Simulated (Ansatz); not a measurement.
Isolated molecules relaxed with PBE0-D4/def2-TZVP in Ansatz; ΔE leaves out vibrations. CCSD(T)/CBS adds triple-zeta CCSD(T) − MP2 to the extrapolated MP2 energy (def2 sets, frozen cores). For Ga outer-core shells are correlated without core-valence functions, which leaves a few kJ/mol of doubt a bond. Scalar relativity is left out up to krypton. One conformer a species, not always the lowest.

Consider the cleavage of the Si–Si bond: `O[SiH2][SiH2]O[SiH3]` + `[NH2][GaH][OH]` → `[NH2][GaH][O][SiH2]O` + disiloxane.

`O[SiH2][SiH2]O[SiH3]`:

Z-matrix (Å, degrees):
```
Si
Si 1 2.355
O 1 1.655 2 111.1
H 1 1.493 2 109.4 3 123.0
H 1 1.485 2 110.7 3 -117.5
O 2 1.650 1 109.6 3 -52.5
H 2 1.488 1 111.5 3 -171.6
H 2 1.490 1 111.0 3 67.8
H 3 0.959 1 116.9 2 63.1
Si 6 1.630 2 143.9 1 41.1
H 10 1.485 6 110.9 2 76.8
H 10 1.494 6 109.8 2 -42.8
H 10 1.481 6 109.0 2 -161.8
```

`[NH2][GaH][OH]`:

```xyz
7

N     0.068    1.114   -0.471
Ga    0.112   -0.690   -0.298
O    -0.272   -1.381    1.306
H    -0.156    1.758    0.268
H     0.269    1.590   -1.334
H     0.460   -1.660   -1.451
H    -0.480   -0.731    1.980
```

`[NH2][GaH][O][SiH2]O`:

```xyz
11

N     0.935   -1.681    0.554
Ga   -0.823   -1.330    0.749
O    -1.306    0.279    0.117
Si   -0.550    1.409   -0.760
O     1.094    1.372   -0.565
H     1.540   -1.036    0.071
H     1.382   -2.550    0.786
H    -1.902   -2.215    1.410
H    -1.060    2.744   -0.348
H    -0.757    1.172   -2.208
H     1.447    1.839    0.193
```

`[SiH3]O[SiH3]`:

Cartesian coordinates in Å:
```
Si 1.035 0.228 -1.158
O -0.295 -0.226 -0.324
Si -1.080 -0.262 1.108
H 1.191 1.705 -1.109
H 0.872 -0.210 -2.565
H 2.247 -0.406 -0.575
H -2.373 -0.960 0.911
H -1.328 1.121 1.592
H -0.269 -0.991 2.119
```

| species | SCS-MP2/def2-TZVPP energy (Eh) |
| --- | --- |
| `O[SiH2][SiH2]O[SiH3]` | -1022.27799 |
| `[NH2][GaH][OH]` | -2055.67134 |
| `[NH2][GaH][O][SiH2]O` | -2421.13915 |
| `[SiH3]O[SiH3]` | -656.87321 |

(1) Work out ΔE.

Largest T1 diagnostic among the species: 0.014.

Results:

(1) ΔE = (-2421.13915) + (-656.87321) − (-1022.27799) − (-2055.67134) = -0.06303 Eh = -165.5 kJ/mol. CCSD(T)/CBS gives -151.7 kJ/mol.

In def2-TZVPP, CCSD(T) changes the Hartree–Fock value by +23.9 kJ/mol (the triples alone add +3.1 kJ/mol) and MP2 by +16.6 kJ/mol. From PBE to PBE0 (25 % exact exchange), in def2-TZVPP and without D4, ΔE moves by −11.3 kJ/mol.
